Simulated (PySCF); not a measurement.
# Cr: excitation energy

Cr [Ar] 3d5 4s1 (7S) → Cr [Ar] 3d5 4p1 (7P), as a difference of total energies. All numbers are calculated (PySCF 2.14, scalar relativity by spin-free X2C-1e, in aug-cc-pwCVTZ-DK with one added diffuse shell each of s, p, d, f, g type (11s10p8d5f4g, 152 functions)). Correlated levels: valence: [Ar] frozen; valence and next inner shell: [Ne] frozen; nothing frozen. The calculations carry no spin-orbit coupling.

| method | excitation energy (eV) |
| --- | --- |
| UHF | 2.679 |
| LDA | 3.319 |
| PBE | 3.201 |
| PBE0 | 3.046 |
| MP2 (valence) | 2.923 |
| SCS-MP2 (valence) | 2.760 |
| MP2 (valence and next inner shell) | 3.089 |
| SCS-MP2 (valence and next inner shell) | 2.912 |
| MP2 (all electrons) | 3.088 |
| SCS-MP2 (all electrons) | 2.912 |

Problem. How much does correlation contribute at MP2 (all electrons)?

Solution. 3.088 − (2.679) = 0.409 eV, measured against UHF.

For comparison: 2.903 eV (measured; NIST levels, between the centres of gravity of the two terms).
